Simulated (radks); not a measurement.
The numbers below are computed, except where a source is named.
All-electron atom: the lutetium ion Lu+ in [Xe] 4f14 5d0.5 6s1.5 (fractional occupations, a model configuration). Level of theory: scalar-relativistic Kohn-Sham, r2SCAN, spin-unpolarised, spherical densities, finite nucleus; meta-GGA in the generalised Kohn-Sham scheme; Fermi nuclear charge, rms radius 5.37 fm (a radial shooting solver on a logarithmic mesh with Libxc functionals).

Normalised radial functions P(r) = r R(r), r in bohr:

```
   r/bohr * 4d (the largest magnitude, 1.5, reaches the edge; | marks zero)
0.0008246                             *
 0.001118                             *
 0.001527                             *
 0.002069                             *
 0.002804                             *
 0.003801                             *
 0.005151                             *
 0.007037                             *
 0.009537                             *
  0.01293                             *
  0.01752                             |*
  0.02393                             |*
  0.03243                             | *
  0.04396                             |    *
  0.05957                             |       *
  0.08074                             |           *
   0.1103                             |              *
   0.1495                             |             *
   0.2026                             |     *
   0.2746                    *        |
   0.3751      *                      |
   0.5084  *                          |
    0.689         *                   |
   0.9337                   *         |
    1.265                          *  |
    1.729                            *|
    2.343                             *
    3.175                             *
    4.303                             *
    5.879                             *
    7.968                             *
     10.8                             *
```

4d: eigenvalue -203.18 eV, 1 radial node at r = 0.232 bohr, <r> = 0.548 bohr, 90 % of the charge inside 0.823 bohr.
